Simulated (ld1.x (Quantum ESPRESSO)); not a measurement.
**What one change does to a pseudopotential (Li (Z = 3), TM)**

| Property | Result |
| --- | --- |
| Element | lithium |
| Generator | ld1.x (Quantum ESPRESSO) 7.5 |
| Type | norm-conserving Troullier–Martins (Kleinman–Bylander form) |
| Functional | LDA (PZ) |
| Relativity | non-relativistic |
| Frozen core | none |
| Valence charge | 3 |
| Reference configuration | 1s2 2s1 2p0 |
| Partial waves | 1s (bound): rc 0.55 bohr; 2p (bound, empty): rc 4.20 bohr; 3d channel at 0.45 Ry: rc 4.00 bohr |
| Local potential | all-electron potential smoothed inside 1.85 bohr (lloc = -1) |
| Core correction | none |

Occupied shells without a wave of their own: 2s. They enter only through the test configuration that unscreens the potential.

All-electron outer shells of the reference configuration (LDA (PZ), non-relativistic, ld1.x):

```
shell  level (eV)  outermost node (bohr)  outermost maximum (bohr)
   1s      -51.10                      –                      0.36
   2s       -2.88                   0.84                      3.12
   2p       -1.13                      –                      3.91
```

Change: local potential all-electron potential smoothed inside 2.44 bohr (lloc = -1).

Cutoffs: the cutoffs (Ry, on a coarse ladder) from which the occupation-weighted sum of valence levels, in a spherical-Bessel basis at the reference potential, stays within 10 and 1 mRy of its value at 400 Ry; they do not see the model core or the augmentation charge, which bear on the density cutoff. Errors are all-electron minus pseudo energies relative to the spin-unpolarised reference configuration.

Question: What does the change do?

Answer: Of the 4 tests that both files solve, the error grows in 4 and shrinks in 0 by more than 15 % and 0.3 meV (median size 160.9 → 346.1 meV); neither file shows a bound ghost. The local part now departs from the all-electron potential out to 2.44 bohr, far beyond the s radius of 0.55 bohr, and whatever the projectors do not describe feels it: the likely cause.

```csv
quantity,base,changed
"cutoff, loose",230 Ry,230 Ry
"cutoff, tight",over 300 Ry,over 300 Ry
bound ghosts,none,none
"largest miss of a reference level, eV",0.12,0.26
tests with a reliable result,5 of 6,5 of 6
"error for 1s2 2s0 2p0, meV [ΔE 5.24 eV]",+200,+424
"error for 1s2 2s0 2p1, meV [ΔE 1.75 eV]",+122,+268
"error for 1s1 2s1 2p0, meV [ΔE 67.37 eV]",-244,-427
"error for 1s2 2s0.5 2p0 (spin-polarised), meV [ΔE 1.95 eV]",+76,+162
s: phases at 4.57 bohr within 0.05 rad from the reference energy up to (Ry; the scan ends near 5),-0.4,-0.4
p: phases at 4.57 bohr within 0.05 rad from the reference energy up to (Ry; the scan ends near 5),0.7,0.7
d: phases at 4.57 bohr within 0.05 rad from the reference energy up to (Ry; the scan ends near 5),1.9,1.9
```

Base: The 2s level has no wave, so the channel is fitted at the deeper level alone: the likely source of the large errors. Changed file: The 2s level has no wave, so the channel is fitted at the deeper level alone: the likely source of the large errors.
